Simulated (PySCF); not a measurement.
Sb (antimony, neutral) across methods

[Kr] 4d10 5s1 5p3 6s1, high-spin 6S determinant (an excited configuration). All numbers are calculated (PySCF 2.14, a scalar-relativistic core potential, in aug-cc-pVTZ-PP with ECP28MDF).

```csv
method,E (hartree),mean ε 5s α (eV),mean ε 5p α (eV),mean ε 6s α (eV),Σ⟨r²⟩ (bohr²),⟨S²⟩
r2SCAN,-239.8804,-18.737,-9.485,-1.860,86.95,8.753
PBE,-239.7643,-17.793,-8.953,-1.854,86.17,8.751
UHF,-238.92073,-25.079,-13.198,-3.026,88.31,8.754
PBEsol,-239.5093,-17.861,-8.987,-1.888,86.07,8.752
HSE06,-239.7865,-19.323,-9.717,-1.941,86.41,8.752
LDA,-239.3834,-17.951,-9.026,-1.998,85.40,8.751
wB97M-V,-239.7497,-22.598,-12.307,-3.237,86.36,8.752
```

(1) Estimate the same row for PBE0.

Energies and moments cover only the electrons outside the core potential. The outer electron is Rydberg-like, and this basis confines it to a smaller radius and binds it less than a complete one would.

Answers

(1) E (hartree) = -239.7910; mean ε 5s α (eV) = -19.813; mean ε 5p α (eV) = -10.160; mean ε 6s α (eV) = -2.223; Σ⟨r²⟩ (bohr²) = 86.58; ⟨S²⟩ = 8.752.
